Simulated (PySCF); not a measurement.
Al(H)(OH)(iPr) (C3H9AlO), SMILES [OH][AlH][CH](C)C.

Geometry: PBE0-D3(BJ)/def2-SVP. The structure was generated by enumeration; whether it is a known compound was not checked. One conformer was computed; it need not be the lowest.

The numbers are results of PBE/def2-TZVP in PySCF, not measurements.

Isolated molecule, no solvent.

Question: Estimate the frontier levels, gap, dipole moment and polarisability. (Estimate from the structure and the level; the computed values follow.)

Answer: 
```yaml
highest_occupied_level: -5.96 eV
lowest_empty_level: -1.33 eV
orbital_gap: 4.62 eV
dipole_moment: 0.57 D
quadrupole, principal values (traceless, Buckingham form, about the centre of nuclear charge): -7.51, 2.75, 4.76 D·Å
mean_static_polarisability: 69.5 bohr³ (10.29 Å³)
polarisability_principal_values: 57.8, 71.5, 79.1 bohr³
```
